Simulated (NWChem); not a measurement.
Molecule: C₃H₄Cl₂Si; SMILES C=C=C(Cl)[SiH2]Cl

```xyz
10

C      1.6623     2.6880     0.4858
C      0.7967     1.7563     0.1838
C     -0.0296     0.7885    -0.1334
Cl    -1.7630     0.9775     0.0259
Si     0.5672    -0.8594    -0.7906
Cl     0.0855    -2.3654     0.5409
H      2.0747     2.7702     1.4975
H      1.9949     3.4172    -0.2610
H      2.0448    -0.7999    -0.9435
H     -0.1143    -1.1582    -2.0782
```
Atoms are numbered in this order, from 1.

Results from NWChem. Medium grid unless said otherwise, to which SCAN and Minnesota functionals are sensitive. All runs use the structure optimised with PBE0/def2-SVP.

Among these, which level gives the lowest value of “dipole (D)”?
(A) CAM-B3LYP/def2-SVP
(B) B3LYP/def2-SVP
(C) LDA (Slater exchange, VWN5)/def2-SVP
(D) BLYP/def2-SVP

D, BLYP/def2-SVP. Values: BLYP/def2-SVP 2.19; LDA (Slater exchange, VWN5)/def2-SVP 2.33; B3LYP/def2-SVP 2.43; CAM-B3LYP/def2-SVP 2.54
